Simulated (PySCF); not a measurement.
FK. Atoms are numbered in the order given.

```xyz
2

K      0.0000     0.0000    -0.7119
F      0.0000     0.0000     1.5029
```

The structure is a stationary point at PBE-D3(BJ)/def2-TZVPD.

Calculation: TDDFT-LC-ωPBE/def2-TZVPD (PySCF).

Vertical excitations; the highest root listed may be one member of a degenerate set. Isolated molecule, no solvent. State labels are in the subgroup C2v.

Computed lowest excited states:
```json
[
 {"state": "S1", "symmetry": "B2", "energy (eV)": "5.50", "λ (nm)": "225", "f": "0.018", "main pairs": "HOMO→LUMO, HOMO→LUMO+3 (degenerate set)"},
 {"state": "S2", "symmetry": "B1", "energy (eV)": "5.50", "λ (nm)": "225", "f": "0.018", "main pairs": "HOMO−1→LUMO, HOMO−1→LUMO+3 (degenerate set)"},
 {"state": "S3", "symmetry": "A1", "energy (eV)": "5.52", "λ (nm)": "225", "f": "0.027", "main pairs": "HOMO−2→LUMO 67 %, HOMO−2→LUMO+3 18 %"},
 {"state": "S4", "symmetry": "A1", "energy (eV)": "6.75", "λ (nm)": "184", "f": "0.000", "main pairs": "HOMO→LUMO+2 43 %, HOMO−1→LUMO+1 43 %"},
 {"state": "S5", "symmetry": "A2", "energy (eV)": "6.75", "λ (nm)": "184", "f": "0.000", "main pairs": "HOMO−1→LUMO+2, HOMO→LUMO+1 (degenerate set)"},
 {"state": "S6", "symmetry": "B2", "energy (eV)": "6.75", "λ (nm)": "184", "f": "0.002", "main pairs": "HOMO−2→LUMO+2 (degenerate set)"},
 {"state": "S7", "symmetry": "B1", "energy (eV)": "6.75", "λ (nm)": "184", "f": "0.002", "main pairs": "HOMO−2→LUMO+1 (degenerate set)"},
 {"state": "S8", "symmetry": "A2", "energy (eV)": "6.76", "λ (nm)": "183", "f": "0.000", "main pairs": "HOMO→LUMO+1 43 %, HOMO−1→LUMO+2 43 %"},
 {"state": "S9", "symmetry": "A1", "energy (eV)": "6.83", "λ (nm)": "182", "f": "0.001", "main pairs": "HOMO−1→LUMO+1 40 %, HOMO→LUMO+2 40 %, HOMO−2→LUMO+3 8 %"},
 {"state": "S10", "symmetry": "B2", "energy (eV)": "6.95", "λ (nm)": "179", "f": "0.029", "main pairs": "HOMO→LUMO+3 61 %, HOMO→LUMO 20 %, HOMO→LUMO+12 10 %"},
 {"state": "T1", "symmetry": "A1", "energy (eV)": "5.41", "λ (nm)": "229", "f": "0", "main pairs": "HOMO−2→LUMO 66 %, HOMO−2→LUMO+3 18 %"},
 {"state": "T2", "symmetry": "B2", "energy (eV)": "5.43", "λ (nm)": "229", "f": "0", "main pairs": "HOMO→LUMO, HOMO→LUMO+3 (degenerate set)"},
 {"state": "T3", "symmetry": "B1", "energy (eV)": "5.43", "λ (nm)": "229", "f": "0", "main pairs": "HOMO−1→LUMO, HOMO−1→LUMO+3 (degenerate set)"},
 {"state": "T4", "symmetry": "A1", "energy (eV)": "6.64", "λ (nm)": "187", "f": "0", "main pairs": "HOMO→LUMO+2 41 %, HOMO−1→LUMO+1 41 %"}
]
```
Triplets are in the Tamm–Dancoff approximation, which puts them higher than full response would, so one can lie above its singlet here.
